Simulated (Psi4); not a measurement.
H$_{4}$HfO$_{4}$ (SMILES [OH][Hf]([OH])([OH])[OH]), singlet, at a GFN2-xTB geometry (such geometries of metal compounds can be far from the true shape) (core potentials on Hf).

Here is a job for Psi4.
```
memory 2 GB

molecule {
0 1
  Hf   -0.00000000   -0.00000000   -0.00000000
  O     1.79081072   -0.22160625   -0.50114263
  H     2.00040917    0.32543936   -1.26752251
  O     0.09737753    0.18678386    1.86088304
  H     1.01629506    0.22252876    2.15215851
  O    -0.59378873    1.36890887   -1.13170657
  H    -1.45429680    1.15011577   -1.50877946
  O    -1.29439952   -1.33408649   -0.22803385
  H    -1.56240743   -1.69808389    0.62414347
}

set basis def2-sv(p)

energy('tpss')
print_variables()
```

**Question.** Give the dipole moment at the level TPSS/def2-SV(P) (Psi4 1.11).

**Answer.** 0.00 D

**Question.** What total energy does TPSS/def2-SV(P) give?

**Answer.** -351.2657 Eh

**Question.** What nuclear repulsion energy does TPSS/def2-SV(P) give?

**Answer.** 219.3420 Eh

**Question.** Estimate the number of basis functions that TPSS/def2-SV(P) returns for this input.

**Answer.** 89
